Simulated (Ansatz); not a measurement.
A nudged elastic band was laid between two geometries of ClF3GeH3N (9 atoms, charge 0, multiplicity 1).

Theory: RKS PBE/def2-SVP (Ansatz).

| Property | Result |
| --- | --- |
| movable images | 5 |
| climbing image | yes |
| spring | 5.0 eV/Å² |
| optimiser | quadratic models (default) |
| start path | through a guess of the saddle point |
| force threshold | 0.05 eV/Å |
| iteration limit | 60 |
| end points | relaxed |

Initial state:

```xyz
9
Properties=species:S:1:pos:R:3
Ge -0.080 0.026 0.200
Cl 0.583 -0.298 2.252
F 1.494 0.086 -0.564
F -0.589 1.640 -0.280
F -0.687 -1.347 -0.718
N -2.127 -0.023 0.990
H -2.603 -0.857 0.621
H -2.617 0.823 0.666
H -2.130 -0.049 2.018
```

Final state:

```xyz
9
Properties=species:S:1:pos:R:3
Ge -0.556 0.074 -0.499
Cl -0.315 0.234 3.622
F 0.982 -0.575 -0.067
F -0.404 1.776 -0.761
F -0.972 -0.673 -2.009
N -1.787 -0.205 0.827
H -2.239 -1.127 0.765
H -2.514 0.524 0.824
H -0.952 -0.028 2.485
```

(1) What changes between the two ends?

(2) What energy profile does the band end with?

(3) What is the geometry of the highest image?

(4) What are the harmonic wavenumbers there?

The band took 15 iterations and of the order of 6 core-minutes.

Results:

(1) Bonds broken: Ge1–Cl2, N6–H9. Bonds formed: Cl2–H9. ClF3GeH3N becomes ClH + F3GeH2N.

(2) The run converged. The highest image is number 4 of 0 to 6, 113.8 kJ/mol above the first end and 19.5 kJ/mol above the last; the last end lies 94.3 kJ/mol above the first. A vibrational analysis at the climbing image gives one clearly imaginary mode, 371i cm⁻¹: a first-order saddle point. The orbitals stay closed-shell, which can raise the energy where a bond breaks towards radicals; this wasn't checked here.

```csv
image,path coordinate (Å),energy (kJ/mol),Ge1–Cl2 (Å),N6–H9 (Å),Cl2–H9 (Å)
0,0.00,0.0,2.18,1.03,2.74
1,0.84,14.6,2.21,1.03,2.62
2,1.68,32.8,2.24,1.03,2.54
3,2.52,44.9,2.31,1.04,2.21
4,3.36,113.8,2.82,1.40,1.49
5,4.32,94.4,3.76,1.86,1.33
6,5.28,94.3,4.13,1.87,1.33
```

(3) 
```xyz
9
Properties=species:S:1:pos:R:3:forces:R:3
Ge -0.435 0.105 -0.115 0.01 0.01 -0.01
Cl 0.051 0.671 2.607 0.00 -0.01 0.00
F 0.917 -0.952 0.077 0.00 0.00 0.00
F -0.163 1.799 -0.325 0.00 -0.01 0.00
F -0.991 -0.354 -1.704 0.00 0.01 0.01
N -1.943 -0.319 0.970 0.00 0.00 0.01
H -2.227 -1.305 0.856 0.00 0.00 0.00
H -2.750 0.277 0.728 0.00 0.00 -0.01
H -1.215 0.078 2.092 0.00 0.01 0.00
```

(4) 371i, 76, 112, 158, 175, 183, 253, 263, 321, 579, 640, 705, 723, 755, 857, 924, 1123, 1354, 1483, 3390, 3490 cm⁻¹.

The run took 100 s on 4 threads of Arm Neoverse V1, on a shared host, peak memory 0.19 GiB.
